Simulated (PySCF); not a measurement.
C₄H₈OSSi.
Numbering: `[CH2:1]=[CH:2][O:3][SiH2:4][S:5][CH:6]=[CH2:7]` (hydrogens: H8, H9 on C1; H10 on C2; H11, H12 on Si4; H13 on C6; H14, H15 on C7)

Cartesian coordinates in Å at the GFN2-xTB level; atoms count from 1:
```
atom  x, y, z in Å
C1     3.1810   -0.8835   -0.1458
C2     2.5928   -0.1290   -1.0542
O3     1.3010    0.2413   -1.0586
Si4    0.0862   -0.1083   -0.0496
S5    -1.4638    0.9983   -1.0195
C6    -2.8936    0.6933   -0.0580
C7    -3.0094   -0.0466    1.0310
H8     4.2224   -1.1291   -0.2255
H9     2.6384   -1.2732    0.6967
H10    3.1237    0.2720   -1.9091
H11    0.3251    0.4035    1.2969
H12   -0.2196   -1.5362   -0.0414
H13   -3.7431    1.2116   -0.4766
H14   -3.9627   -0.1437    1.5211
H15   -2.1826   -0.5738    1.4708
```

Method used: TDDFT PBE0/def2-SVPD, vertical, gas phase, core orbitals frozen in the response in PySCF.

Each state is given a Gaussian of 0.25 eV full width at half maximum, with ε(max) = 2.175×10⁸ f / Δν̃ (Δν̃ the width in cm⁻¹). The cross-section is σ = 3.8235×10⁻²¹ ε cm², given in Mb (10⁻¹⁸ cm²). The width is an assumption, not a result. The curve ends short of the highest state used, and states not computed would add to its high-energy end.

```json
{"E (eV)": "4.69", "σ (Mb)": "0.00"}
{"E (eV)": "4.71", "σ (Mb)": "0.00"}
{"E (eV)": "4.74", "σ (Mb)": "0.00"}
{"E (eV)": "4.76", "σ (Mb)": "0.00"}
{"E (eV)": "4.79", "σ (Mb)": "0.00"}
{"E (eV)": "4.81", "σ (Mb)": "0.01"}
{"E (eV)": "4.84", "σ (Mb)": "0.01"}
{"E (eV)": "4.86", "σ (Mb)": "0.02"}
{"E (eV)": "4.88", "σ (Mb)": "0.03"}
{"E (eV)": "4.91", "σ (Mb)": "0.05"}
{"E (eV)": "4.93", "σ (Mb)": "0.06"}
{"E (eV)": "4.96", "σ (Mb)": "0.08"}
{"E (eV)": "4.98", "σ (Mb)": "0.10"}
{"E (eV)": "5.01", "σ (Mb)": "0.11"}
{"E (eV)": "5.03", "σ (Mb)": "0.12"}
{"E (eV)": "5.06", "σ (Mb)": "0.13"}
{"E (eV)": "5.08", "σ (Mb)": "0.13"}
{"E (eV)": "5.11", "σ (Mb)": "0.11"}
{"E (eV)": "5.13", "σ (Mb)": "0.10"}
{"E (eV)": "5.16", "σ (Mb)": "0.08"}
{"E (eV)": "5.18", "σ (Mb)": "0.07"}
{"E (eV)": "5.21", "σ (Mb)": "0.05"}
{"E (eV)": "5.23", "σ (Mb)": "0.04"}
{"E (eV)": "5.26", "σ (Mb)": "0.02"}
{"E (eV)": "5.28", "σ (Mb)": "0.02"}
{"E (eV)": "5.31", "σ (Mb)": "0.02"}
{"E (eV)": "5.33", "σ (Mb)": "0.03"}
{"E (eV)": "5.36", "σ (Mb)": "0.06"}
{"E (eV)": "5.38", "σ (Mb)": "0.13"}
{"E (eV)": "5.41", "σ (Mb)": "0.34"}
{"E (eV)": "5.43", "σ (Mb)": "0.62"}
{"E (eV)": "5.46", "σ (Mb)": "1.47"}
{"E (eV)": "5.48", "σ (Mb)": "2.49"}
{"E (eV)": "5.51", "σ (Mb)": "5.14"}
{"E (eV)": "5.53", "σ (Mb)": "7.97"}
{"E (eV)": "5.56", "σ (Mb)": "14.40"}
{"E (eV)": "5.58", "σ (Mb)": "20.44"}
{"E (eV)": "5.61", "σ (Mb)": "32.33"}
{"E (eV)": "5.63", "σ (Mb)": "42.00"}
{"E (eV)": "5.66", "σ (Mb)": "58.20"}
{"E (eV)": "5.68", "σ (Mb)": "69.23"}
{"E (eV)": "5.71", "σ (Mb)": "84.12"}
{"E (eV)": "5.73", "σ (Mb)": "91.72"}
{"E (eV)": "5.76", "σ (Mb)": "97.90"}
{"E (eV)": "5.78", "σ (Mb)": "98.01"}
{"E (eV)": "5.81", "σ (Mb)": "92.27"}
{"E (eV)": "5.83", "σ (Mb)": "85.17"}
{"E (eV)": "5.86", "σ (Mb)": "71.36"}
{"E (eV)": "5.88", "σ (Mb)": "61.22"}
{"E (eV)": "5.91", "σ (Mb)": "46.44"}
{"E (eV)": "5.93", "σ (Mb)": "37.61"}
{"E (eV)": "5.96", "σ (Mb)": "26.61"}
{"E (eV)": "5.98", "σ (Mb)": "20.85"}
{"E (eV)": "6.01", "σ (Mb)": "14.39"}
{"E (eV)": "6.03", "σ (Mb)": "11.31"}
{"E (eV)": "6.06", "σ (Mb)": "8.17"}
```

(1) Locate the maxima and give the states behind the curve.

(2) On this curve, what absorbance would a 10⁻⁵ mol/L sample give at 222 nm over a 1 cm path?

(3) Coming from long wavelengths, where does ε first pass 100 L mol⁻¹ cm⁻¹?

Results:

(1) 245 nm (5.06 eV), ε about 33, made up of S1 (100%); 215 nm (5.77 eV), ε about 26000, made up of S2 (98%) (ε in L mol⁻¹ cm⁻¹; maxima over ε = 5, shares over 10%). The states used: S1 5.06 eV (f 0.0003); S2 5.77 eV (f 0.234); S3 5.94 eV (f 0.014); S4 5.98 eV (f 0.0057); S5 6.25 eV (f 0.013); S6 6.27 eV (f 0.0022); S7 6.50 eV (f 0.0067); S8 6.66 eV (f 0.0005).

(2) 222 nm is 5.585 eV, where ε is about 5800 L mol⁻¹ cm⁻¹, so A = ε c l ≈ 0.058 (Beer–Lambert, with the gas-phase spectrum and the assumed width).

(3) At about 229 nm (5.41 eV), 0.35 eV above S1.

The run took 69 s on Arm Neoverse N1, one thread, no GPU, shared host with 64 logical CPUs at a one-minute load of 60, and the process peaked at 0.89 GiB of memory.

One conformer stands for the species.
